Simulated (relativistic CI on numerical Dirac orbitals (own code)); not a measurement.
## Ti⁴⁺ in a cubic cluster: 2p photoemission with charge transfer

Computed with a charge-transfer multiplet model of a cubic metal-ligand cluster with up to 2 ligand holes, Slater and spin-orbit integrals from Dirac-Coulomb-Breit ions, Slater integrals scaled by 0.9. The ground state mixes d0 with configurations of k ligand holes L, whose averages lie at kΔ + k(k − 1)U_dd/2; a core hole lowers each added d electron by U_cd. 20 K, Lorentzian 0.6 eV and Gaussian 0.8 eV FWHM.

Atomic integrals in eV (Slater integrals scaled, ζ unscaled), ground: F2dd 7.400, F4dd 4.602, zeta_d 0.013; with the core hole: F2dd 7.400, F4dd 4.602, zeta_d 0.032, zeta_core 3.740, F2cd 5.699, G1cd 4.259, G3cd 2.418. Where a configuration has fewer than two d electrons, the dd integrals are those of d2.

Cluster parameters (eV): Δ = 4.6, U_cd = 5.3, 10Dq = 0.85, 10Dq(ligand) = 1.4, V(eg) = 3.55, V(t2g) = -1.88, final-state hopping factor = 0.8.

```tsv
Case	n_d	d0	d1L	d2L2	S
U_dd = 3.8 eV	0.72	0.41	0.47	0.12	0.00
U_dd = 4.5 eV	0.70	0.41	0.47	0.12	0.00
U_dd = 6.6 eV	0.66	0.43	0.47	0.10	0.00
```

Weights, n_d and S are thermal averages at 20 K. Binding energies count from the first peak over 30 % of the highest in each spectrum, which can be another peak from case to case. The parameters are a model scan and need not match a compound or its usual spin state. Peaks in eV (height, largest 100):
- U_dd = 3.8 eV: 0.0 (100), 5.2 (25), 6.3 (25), 11.6 (5)
- U_dd = 4.5 eV: 0.0 (100), 5.2 (25), 6.3 (24), 11.6 (5)
- U_dd = 6.6 eV: 0.0 (100), 5.3 (28), 6.5 (22)

Curve for U_dd = 4.5 eV (points under 2 left out, the grid thinned):

E (eV), Intensity and a bar:
```
     -2.8        2.1 
     -2.5        2.6 
     -2.1        3.8 #
     -1.8        5.3 #
     -1.5        8.0 ##
     -1.1       16.6 #####
     -0.8       33.2 ##########
     -0.5       63.5 ###################
     -0.1       99.3 ##############################
      0.2       88.9 ###########################
      0.5       55.8 #################
      0.9       22.6 ######
      1.2       12.1 ###
      1.5        7.6 ##
      1.9        4.9 #
      2.2        4.0 #
      2.5        3.5 
      2.9        3.6 
      3.2        4.3 #
      3.5        5.7 #
      3.9        8.7 ##
      4.2       12.0 ###
      4.6       18.7 #####
      4.9       23.7 #######
      5.2       25.5 #######
      5.6       22.9 ######
      5.9       22.0 ######
      6.2       23.8 #######
      6.6       22.3 ######
      6.9       16.0 ####
      7.2       10.4 ###
      7.6        6.6 #
      7.9        4.8 #
      8.2        3.4 
      8.6        2.4 
     10.5        2.1 
     10.8        2.9 
     11.2        4.4 #
     11.5        5.2 #
     11.8        5.2 #
     12.2        3.9 #
     12.5        2.9 
     12.8        2.2 
     17.4        2.3 
     17.7        2.0
```

A d0 ion has no d-d gap: its lowest excitations are ligand-to-metal charge transfer. With the core hole the average of the configuration with one ligand hole lies at Δ − U_cd = -0.7 eV before mixing: the effective hopping of about 6.4 eV (from the holes of the mixed ground state) is comparable with this gap or larger, so the configurations mix strongly.

With at most 2 ligand holes the space is cut while the next configuration still counts, so covalency is underestimated, and a final configuration with one more ligand hole, which can lie low, is missing from the spectra.
